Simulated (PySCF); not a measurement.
A species of formula C6H9N has this rotational fingerprint, computed with PBE0-D3(BJ)/def2-SVP geometry optimisation, gas phase in PySCF 2.14.0:

```
Rotational constants : A = 3849, B = 3234, C = 1800 MHz
Dipole components    : |μa| = 0.76 D, |μb| = 1.68 D, |μc| = 0.14 D
Inertial defect      : -6.85 u·Å²
κ                    : 0.40
```

Task: Which candidate fits, each taken in the one conformer that was computed?
A. `[CH2:1]=[C:2]=[C:3]([CH3:4])/[CH:5]=[N:6]/[CH3:7]` with C2–C3–C5–N6 180°
B. `[CH3:1][CH2:2][n:3]1[cH:4][cH:5][cH:6][cH:7]1` with C1–C2–N3–C4 -87°
C. `[NH2:1][C@@H:2]1[CH:3]=[CH:4][C@H:5]2[CH2:6][C@@H:7]12` with H–N1–C2–C3 180° and 63°
D. `C=C1C=CCN1C`
E. 2,5-dimethylpyrrole (`CC1=CC=C(C)N1`)

Result: D. It is C=C1C=CCN1C, an asymmetric top. The candidates at the same level (rigid rotor, commonest isotopes):

```csv
SMILES,A (MHz),B (MHz),C (MHz),μa (D),μb (D),μc (D),Δ (u·Å²),point group,rotor
CCn1cccc1,6535,1959,1705,2.24,0.00,0.36,-38.94,Cs,asymmetric top
C=C=C(C)/C=N/C,5546,1396,1140,0.44,1.03,0.00,-9.79,Cs,asymmetric top
C=C1C=CCN1C,3849,3234,1800,0.76,1.68,0.14,-6.85,–,asymmetric top
N[C@@H]1C=C[C@H]2C[C@@H]12,4783,2700,2071,0.73,1.01,0.71,-48.88,C1,asymmetric top
Cc1ccc(C)[nH]1,6299,2024,1562,0.00,2.13,0.00,-6.37,C2v,asymmetric top
```

`N[C@@H]1C=C[C@H]2C[C@@H]12` has A 24 % too high; `CCn1cccc1` has A 70 % too high; `Cc1ccc(C)[nH]1` has A 64 % too high; `C=C=C(C)/C=N/C` has B 57 % too low. No structure here is proved a minimum.
